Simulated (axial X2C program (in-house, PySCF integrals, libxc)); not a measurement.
# Density and ELF of AsBr⁻

Computed with an in-house relativistic program for diatomic molecules. Two-component (2c) means X2C with spin–orbit coupling and atomic mean-field two-electron Coulomb and Gaunt terms. Basis: Br dyall-acv3z [9s10p7d5f1g], As dyall-acv3z [10s10p7d5f1g] (cores contracted in-house); Gaussian nuclei, density fitting, unrestricted open shells. Masses: Br 78.918 u, As 74.922 u.

PBE0, 2c, state Ω = 3/2 (⟨Sz⟩ = 0.50, ⟨Lz⟩ = 1.00 at PBE0); Br at z = 0, As at z = 2.439 Å.

The maps cover the half plane through the axis: z from -2.4 to 4.8 Å along the bond, ρ from 0.15 to 2.25 Å away from it.

log10 of the density in e/bohr³:

```
 ρ\z  -2.4  -1.8  -1.2  -0.6   0.0   0.6   1.2   1.8   2.4   3.0   3.6   4.2   4.8
0.15  -3.3  -2.4  -1.4  -0.5   1.4  -0.5  -1.1  -0.6   1.4  -0.4  -1.5  -2.4  -3.4
0.45  -3.3  -2.4  -1.5  -0.7   0.1  -0.7  -1.2  -0.9   0.2  -0.8  -1.6  -2.5  -3.4
0.75  -3.4  -2.6  -1.7  -1.0  -0.7  -1.0  -1.4  -1.2  -0.8  -1.1  -1.7  -2.6  -3.4
1.05  -3.5  -2.8  -2.0  -1.3  -1.1  -1.4  -1.7  -1.5  -1.2  -1.4  -1.9  -2.7  -3.4
1.35  -3.7  -3.0  -2.3  -1.8  -1.6  -1.8  -2.0  -1.8  -1.6  -1.7  -2.2  -2.8  -3.5
1.65  -3.9  -3.2  -2.6  -2.2  -2.0  -2.2  -2.4  -2.1  -1.9  -2.0  -2.4  -3.0  -3.6
1.95  -4.1  -3.5  -3.0  -2.6  -2.5  -2.6  -2.7  -2.5  -2.3  -2.4  -2.7  -3.2  -3.7
2.25  -4.3  -3.8  -3.3  -3.0  -2.9  -3.0  -3.0  -2.8  -2.6  -2.7  -3.0  -3.4  -3.8
```

Electron localisation function (collinear form, no current term, damped to 0 at low density):

```
 ρ\z  -2.4  -1.8  -1.2  -0.6   0.0   0.6   1.2   1.8   2.4   3.0   3.6   4.2   4.8
0.15  0.03  0.23  0.68  0.20  0.25  0.18  0.66  0.15  0.23  0.26  0.46  0.09  0.00
0.45  0.02  0.23  0.68  0.48  0.39  0.43  0.57  0.17  0.56  0.20  0.53  0.11  0.01
0.75  0.02  0.21  0.66  0.81  0.52  0.74  0.42  0.42  0.24  0.56  0.61  0.14  0.01
1.05  0.01  0.18  0.60  0.84  0.85  0.72  0.26  0.59  0.76  0.84  0.65  0.17  0.01
1.35  0.01  0.13  0.50  0.77  0.80  0.55  0.14  0.57  0.86  0.86  0.63  0.18  0.02
1.65  0.00  0.08  0.36  0.63  0.64  0.30  0.07  0.47  0.81  0.81  0.58  0.17  0.02
1.95  0.00  0.03  0.21  0.42  0.40  0.11  0.04  0.35  0.72  0.72  0.49  0.14  0.01
2.25  0.00  0.01  0.08  0.20  0.16  0.03  0.02  0.23  0.57  0.58  0.35  0.08  0.01
```

Axial spin density in 10⁻³ e/bohr³:

```
 ρ\z  -2.4  -1.8  -1.2  -0.6  0.0   0.6   1.2  1.8   2.4   3.0   3.6   4.2  4.8
0.15   0.0  -0.1  -0.5  -1.1  4.6  -1.5  -0.1  1.0  17.6  -0.2  -0.7  -0.1  0.0
0.45   0.0  -0.1  -0.2   0.6  0.7  -1.1   0.4  5.5   0.3   5.4   0.6   0.0  0.0
0.75   0.0   0.0   0.1   1.4  2.5  -0.5   0.8  8.0  16.7   9.7   1.7   0.2  0.0
1.05   0.0   0.0   0.2   1.0  1.2  -0.3   0.8  6.2  13.2   7.9   1.8   0.3  0.0
1.35   0.0   0.0   0.1   0.5  0.4  -0.2   0.6  3.6   6.9   4.6   1.4   0.3  0.1
1.65   0.0   0.0   0.1   0.2  0.1  -0.1   0.3  1.8   3.2   2.4   0.9   0.2  0.1
1.95   0.0   0.0   0.0   0.1  0.0   0.0   0.2  0.8   1.5   1.2   0.5   0.1  0.0
2.25   0.0   0.0   0.0   0.0  0.0   0.0   0.1  0.4   0.7   0.6   0.3   0.1  0.0
```

The state is one determinant whose occupation by symmetry is held fixed; it was picked as the lowest of a PBE0 search that is not exhaustive. Density functionals use the spin component along the axis (collinear). The functionals have no current-density term, which raises determinants with orbital currents, atoms included. The highest occupied level of some functionals is positive through self-interaction error; at Hartree–Fock it is bound.
